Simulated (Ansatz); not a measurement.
```yaml
crystal:
  periodic: [false, false, false]
  atoms:
    - {symbol: Sn, position_ang: [0.765449, -3.775086, 0.859221]}
    - {symbol: Sn, position_ang: [-2.259803, 2.438958, -2.280837]}
    - {symbol: Sn, position_ang: [0.732553, -0.855268, -2.277379]}
    - {symbol: Sn, position_ang: [-2.272045, -0.794147, 0.793015]}
    - {symbol: Ge, position_ang: [0.784451, -0.658781, 3.608278]}
    - {symbol: Ge, position_ang: [0.734607, 2.093256, 0.688840]}
    - {symbol: Sn, position_ang: [3.756245, -0.694047, 0.777269]}
    - {symbol: Sn, position_ang: [-3.951171, 0.803587, -0.773640]}
    - {symbol: Ge, position_ang: [-0.763194, -2.330424, -0.705376]}
    - {symbol: Ge, position_ang: [2.211117, -2.144427, 2.313053]}
    - {symbol: Sn, position_ang: [-0.773916, 0.782809, -3.970919]}
    - {symbol: Ge, position_ang: [-0.638389, 3.637649, -0.603824]}
    - {symbol: Ge, position_ang: [2.157777, 0.721431, -0.737939]}
    - {symbol: Ge, position_ang: [-0.624212, 0.712472, 2.168913]}
    - {symbol: H, position_ang: [1.792750, -4.796752, -0.068310]}
    - {symbol: H, position_ang: [-0.204201, -4.771661, 1.872966]}
    - {symbol: H, position_ang: [-3.141269, 3.629805, -3.163824]}
    - {symbol: H, position_ang: [1.802778, -1.881478, -3.161032]}
    - {symbol: H, position_ang: [-3.167648, -1.785191, 1.885632]}
    - {symbol: H, position_ang: [-0.114551, -1.484500, 4.551709]}
    - {symbol: H, position_ang: [1.666365, 0.255146, 4.485074]}
    - {symbol: H, position_ang: [1.667972, 2.945902, 1.584574]}
    - {symbol: H, position_ang: [4.763641, -1.700807, -0.186124]}
    - {symbol: H, position_ang: [4.765040, 0.325061, 1.727275]}
    - {symbol: H, position_ang: [-4.930813, -0.182323, -1.788579]}
    - {symbol: H, position_ang: [-5.004882, 1.735923, 0.217211]}
    - {symbol: H, position_ang: [-1.655393, -3.256803, -1.566824]}
    - {symbol: H, position_ang: [3.071745, -2.971399, 3.297896]}
    - {symbol: H, position_ang: [-1.804179, -0.132162, -5.001659]}
    - {symbol: H, position_ang: [0.280358, 1.700530, -4.975674]}
    - {symbol: H, position_ang: [0.293098, 4.598167, -1.372489]}
    - {symbol: H, position_ang: [-1.472156, 4.493067, 0.374342]}
    - {symbol: H, position_ang: [2.981740, 1.675321, -1.636712]}
    - {symbol: H, position_ang: [-1.449866, 1.666149, 3.065875]}
basis:
  gaussian: {orbitals: def2-SVP, fitting: {mean_field: def2-universal-jkfit}}
magnetization: {spin_polarized: true, initial_magnetization: 2}
hamiltonian: {xc: {name: RPBE}}
scf: {omitted_lower_state_checks: [starts]}
output: {forces: true}
```

```sh
$ ansatz run in.yaml --threads 2 --pin off --events-out ev --progress --plain --max-ram 22528MiB --backend cuda --devices 0, --max-vram 18GiB
```

Output, abridged:

```
Functional definition: RPBE
3748 factors; integrals over basis functions are off by at most 3.3e-1 eV
mean field evaluation 1: about -436712.9258 eV, gradient 3.8e1 eV
mean field evaluation 2: about -436703.5668 eV, gradient 5.1e1 eV
mean field evaluation 4: about -436717.3094 eV, gradient 1.2e1 eV
mean field evaluation 8: about -436718.4800 eV, gradient 5.0e0 eV
mean field evaluation 16: about -436718.7740 eV, gradient 1.2e-1 eV
mean field evaluation 32: about -436718.7743 eV, gradient 7.2e-5 eV
mean field -436718.77425305 eV, -16049.1189351826 hartree, gradient 5.8e-6 eV, S^2 2.002648; 0 other end points of the search recorded, 0 dependent functions left out
reference -436718.77435121 eV, -16049.1189387897 hartree; 200, 198 occupied and 306, 308 virtual orbitals, 3748 factors
Total energy: -436718.77435121 eV, -16049.1189387897 hartree
Atom 0 at     0.765449    -3.775086     0.859221 Å, force     0.277539    -0.640348     0.413786 eV/Å
Atom 1 at    -2.259803     2.438958    -2.280837 Å, force    -0.191269    -0.039404     0.172997 eV/Å
Atom 2 at     0.732553    -0.855268    -2.277379 Å, force     0.444764    -0.859609     0.612225 eV/Å
Atom 3 at    -2.272045    -0.794147     0.793015 Å, force    -0.073775    -0.338713     0.136590 eV/Å
Atom 4 at     0.784451    -0.658781     3.608278 Å, force     0.016188    -0.031829     0.115959 eV/Å
Atom 5 at     0.734607     2.093256     0.688840 Å, force     0.074578     0.033132     0.088858 eV/Å
Atom 6 at     3.756245    -0.694047     0.777269 Å, force     0.206419    -0.174357     0.120990 eV/Å
Atom 7 at    -3.951171     0.803587    -0.773640 Å, force    -0.177034     0.315518    -0.097311 eV/Å
Atom 8 at    -0.763194    -2.330424    -0.705376 Å, force    -0.251354     0.431877    -0.222374 eV/Å
Atom 9 at     2.211117    -2.144427     2.313053 Å, force    -0.042513     0.088126    -0.086160 eV/Å
Atom 10 at    -0.773916     0.782809    -3.970919 Å, force    -0.428462     0.896334    -0.833268 eV/Å
Atom 11 at    -0.638389     3.637649    -0.603824 Å, force    -0.082955     0.093308    -0.110151 eV/Å
Atom 12 at     2.157777     0.721431    -0.737939 Å, force    -0.041486     0.162559    -0.182104 eV/Å
Atom 13 at    -0.624212     0.712472     2.168913 Å, force    -0.109318     0.051229    -0.007798 eV/Å
Atom 14 at     1.792750    -4.796752    -0.068310 Å, force     0.255634    -0.205536    -0.194431 eV/Å
Atom 15 at    -0.204201    -4.771661     1.872966 Å, force    -0.216271    -0.378667     0.385328 eV/Å
Atom 16 at    -3.141269     3.629805    -3.163824 Å, force    -0.213103     0.376541    -0.217584 eV/Å
Atom 17 at     1.802778    -1.881478    -3.161032 Å, force     0.471289    -0.254040    -0.332536 eV/Å
Atom 18 at    -3.167648    -1.785191     1.885632 Å, force    -0.223829    -0.128305     0.319236 eV/Å
Atom 19 at    -0.114551    -1.484500     4.551709 Å, force    -0.176797    -0.159926     0.192507 eV/Å
Atom 20 at     1.666365     0.255146     4.485074 Å, force     0.171579     0.190765     0.178750 eV/Å
Atom 21 at     1.667972     2.945902     1.584574 Å, force     0.177872     0.181738     0.167718 eV/Å
Atom 22 at     4.763641    -1.700807    -0.186124 Å, force     0.157412    -0.129140    -0.163650 eV/Å
Atom 23 at     4.765040     0.325061     1.727275 Å, force     0.244253     0.238442     0.179763 eV/Å
Atom 24 at    -4.930813    -0.182323    -1.788579 Å, force    -0.151774    -0.187580    -0.148191 eV/Å
Atom 25 at    -5.004882     1.735923     0.217211 Å, force    -0.390467     0.168477     0.294426 eV/Å
Atom 26 at    -1.655393    -3.256803    -1.566824 Å, force    -0.174810    -0.296639    -0.144348 eV/Å
Atom 27 at     3.071745    -2.971399     3.297896 Å, force     0.186431    -0.185642     0.155196 eV/Å
Atom 28 at    -1.804179    -0.132162    -5.001659 Å, force    -0.244335    -0.278217    -0.295062 eV/Å
Atom 29 at     0.280358     1.700530    -4.975674 Å, force     0.366217     0.334724    -0.633084 eV/Å
Atom 30 at     0.293098     4.598167    -1.372489 Å, force     0.198704     0.195538    -0.146669 eV/Å
Atom 31 at    -1.472156     4.493067     0.374342 Å, force    -0.137528     0.166098     0.220298 eV/Å
Atom 32 at     2.981740     1.675321    -1.636712 Å, force     0.224743     0.181660    -0.128453 eV/Å
Atom 33 at    -1.449866     1.666149     3.065875 Å, force    -0.146543     0.181885     0.188549 eV/Å
Dipole moment:     0.108662     0.054112     0.127974 e Å
Checks for a lower state left out: starts
```

Run time 14 s (2 threads of AMD EPYC 7R13 on a shared host and a share (18 GiB) of an NVIDIA H100 80GB HBM3), peak host memory 1.2 GiB.

In the def2 sets Sn takes a core potential; there is no spin–orbit coupling.
